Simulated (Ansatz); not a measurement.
Two structures of SiPN2H9, closed shell, reached by relaxing down either side of one saddle point (PBE0-D4/def2-TZVP). Energies are electronic, without zero-point energy. Ansatz 0.2.0; basis: def2-TZVPP and def2-QZVPP; cores frozen in the correlated methods. Extrapolation: Hartree–Fock as exp(−7.88 √X), correlation as X^−2.97. First:

Si1  (0.129, 0.458, 0.943)
N2  (0.988, -0.936, 0.416)
H3  (-1.239, 0.307, 0.384)
H4  (0.886, 1.608, 0.390)
N5  (-0.098, 0.804, 2.608)
H6  (0.128, -0.382, -2.235)
P7  (-0.810, 0.357, -3.002)
H8  (0.588, -1.856, 0.509)
H9  (1.993, -0.974, 0.476)
H10  (0.651, 1.162, 3.179)
H11  (-0.775, 0.306, 3.162)
H12  (-0.546, -0.370, -4.194)
H13  (-1.894, -0.483, -2.635)
(Å)

Second:

```xyz
13
angstrom
Si -0.1584 0.4865 0.5830
N 1.3068 -2.1511 -0.3188
H -0.7250 -0.7106 1.2470
H 1.3130 0.6077 0.7061
N -0.8173 1.8493 1.4177
H 1.1049 -2.1589 -1.3114
P -0.6411 0.3228 -1.6332
H 0.9451 -3.0121 0.0724
H 2.3134 -2.1691 -0.2111
H -0.4554 2.7683 1.2148
H -1.8129 1.8948 1.5704
H -0.3463 1.6898 -1.8924
H -2.0267 0.5827 -1.4445
```

Which bonds change from the first to the second?

SiN₂H₆ ([NH2][SiH2][NH2]) + PH₃ → SiPNH₆ ([NH2][SiH2][PH2]) + NH₃; bonds formed: Si1–P7, N2–H6; bonds broken: Si1–N2, H6–P7.

Give the saddle point's structure and its height above each. (Judge from chemistry; the value comes from the calculation.)

The calculation gives: 1.819 eV above the first and 1.480 eV above the second (CCSD(T) at an estimated basis limit (MP2 extrapolated from triple and quadruple zeta, plus CCSD(T) − MP2 in triple zeta)).
```csv
atom,x (Å),y (Å),z (Å)
Si1,-0.1663,0.5280,0.5632
N2,0.7112,-1.0481,0.0516
H3,-1.5972,0.1902,0.4927
H4,0.6274,1.6104,-0.0404
N5,0.1168,0.7084,2.2482
H6,0.4170,-1.0909,-1.0191
P7,-0.6391,0.0680,-2.2801
H8,0.3894,-1.8660,0.5618
H9,1.7215,-0.9887,0.1470
H10,0.8598,1.2692,2.6292
H11,-0.5310,0.3985,2.9525
H12,-0.0672,0.6234,-3.4494
H13,-1.8424,-0.4023,-2.8574
```

No T1 diagnostic of these runs exceeds 0.012.

Labels in which every atom is bracketed show which atoms are joined, not bond orders.

For scale, one of the runs: CCSD(T)/def2-TZVPP, 272 basis functions, launched by `ansatz run in.yaml --threads 8 --pin off --events-out ev --progress --plain --max-ram 19148MiB`. Hardware: 8 CPU threads of an Arm Neoverse V2, shared host. Wall time 89 s; peak host memory 6.9 GiB.
